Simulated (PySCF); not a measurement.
Structure from 2D NMR

Compound of formula C4H14Si4. Correlations simulated from computed shifts and the bond graph:

HSQC (one-bond C–H):
| δH | δC |
| --- | --- |
| 0.84 | 6.4 |
| 0.71 | 5.1 |
| 0.54 | -5.8 |
| 0.36 | 5.1 |
| 0.32 | 6.4 |
| -0.22 | -9.8 |

COSY cross peaks (H two or three bonds apart, from the bond graph; peaks can be absent where the dihedral angle is near 90°):
| δH | δH |
| --- | --- |
| 4.85 | 4.44 |
| 4.85 | 3.62 |
| 4.85 | 3.56 |
| 4.85 | -0.22 |
| 4.44 | 4.10 |
| 4.44 | 3.87 |
| 4.44 | 0.54 |
| 4.10 | 3.87 |
| 4.10 | 3.62 |
| 4.10 | 3.56 |
| 3.87 | 3.62 |
| 3.87 | 3.56 |
| 3.62 | 3.56 |
| 0.84 | 0.71 |
| 0.84 | 0.36 |
| 0.84 | 0.32 |
| 0.84 | -0.22 |
| 0.71 | 0.36 |
| 0.71 | 0.32 |
| 0.71 | -0.22 |
| 0.36 | 0.32 |
| 0.36 | -0.22 |
| 0.32 | -0.22 |

HMBC (two and three bonds, from the bond graph):
| δH | δC |
| --- | --- |
| 4.85 | 6.4, 5.1, -5.8, -9.8 |
| 4.44 | -5.8, -9.8 |
| 4.10 | -5.8 |
| 3.87 | -5.8 |
| 3.62 | -9.8 |
| 3.56 | -9.8 |
| 0.84 | 5.1, -9.8 |
| 0.71 | 6.4, -9.8 |
| 0.36 | 6.4, -9.8 |
| 0.32 | 5.1, -9.8 |
| -0.22 | 6.4, 5.1 |

- coordinates at the PBE0-D3(BJ)/def2-SVP level
- NMR shieldings at PBE0/pcSseg-1/GIAO
- run in PySCF 2.14.0 with density-fitted response routines
- one conformer, non-relativistic, equivalent nuclei averaged, gas phase

Referencing at the same level of theory: 1H, 13C against TMS.

Exchangeable hydrogens are left out of these lists.

Assemble the structure.

## Answers

`C[Si@@H]1[SiH2][SiH2][Si@@H]1C1CC1`.

Atom-mapped SMILES (the numbers label the heavy atoms): `[CH3:1][Si@@H:2]1[SiH2:3][SiH2:4][Si@@H:5]1[CH:6]1[CH2:7][CH2:8]1` (H(Xn): hydrogen on atom n). Ha(Si3), Ha(Si4) are cis to C1 on the ring; Ha(C7), Ha(C8) are cis to Si5 on the ring; Hb(Si3), Hb(Si4) are trans to C1 on the ring; Hb(C7), Hb(C8) are trans to Si5 on the ring.

1. δC 6.4 is C8, a three-membered-ring carbon (δH 0.84, 0.32).
2. δC 5.1 is C7, a three-membered-ring carbon (δH 0.36, 0.71).
3. δC -5.8 is C1, a methyl carbon bonded to Si (δH 0.54).
4. δC -9.8 is C6, a three-membered-ring carbon (δH -0.22).
5. COSY links 4.85–4.44, 4.85–3.62, 4.85–3.56, 4.85–-0.22, 4.44–4.10, 4.44–3.87.

The data come from this structure; uniqueness wasn't tested.

Shifts are as computed. Against solution values, carbons near 30 ppm lie about +2 ppm off and those near 130 ppm about +5 ppm. Of 1309 compounds with measured shifts, 239 miss one by over three times the rms of a fit or turn the order of signals round; such compounds aren't used in these exercises.
